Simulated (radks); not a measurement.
Excited configurations of the chromium ion Cr+: one electron is placed in a higher orbital outside [Ar] 3d4. The ground configuration is [Ar] 3d5. Calculated with a radial shooting solver on a logarithmic mesh with Libxc functionals: Dirac Kohn-Sham, PBE, spin-unpolarised, spherical densities, finite nucleus; open shells are shared between the two j in proportion to 2j + 1; Fermi nuclear charge, rms radius 3.6452 fm. Excitation = E - E(ground); binding = E(ion) - E, where the ion is the core of charge +2; n* = 2/sqrt(2 binding) in atomic units, and the quantum defect is n - n*. Eigenvalue and <r> are those of j = l + 1/2.

| outer orbital | excitation (eV) | binding (eV) | n* | eigenvalue (eV) |
|---|---|---|---|---|
| 4s | 1.086 | 14.966 | 1.907 | -11.404 |
| 4d | 10.340 | 5.713 | 3.087 | -4.108 |
| 5f | 13.712 | 2.340 | 4.822 | -1.784 |
| 6s | 12.363 | 3.689 | 3.841 | -2.952 |
| 6d | 13.778 | 2.274 | 4.892 | -1.799 |
| 7s | 13.660 | 2.392 | 4.770 | -1.935 |
| 7d | 14.441 | 1.612 | 5.811 | -1.300 |

The Delta-SCF ionisation energy is 16.052 eV (NIST Atomic Spectra Database: 16.486 eV, measured). Self-interaction in the functional shifts the binding energies and quantum defects, so they are the method's values and not measured ones. Spin polarisation and multiplet splitting are left out, so open shells lie too high by an amount that depends on their filling.

Beside tabulated values, note that spin-unpolarised runs miss the spin-polarisation part of the exchange energy of open shells.
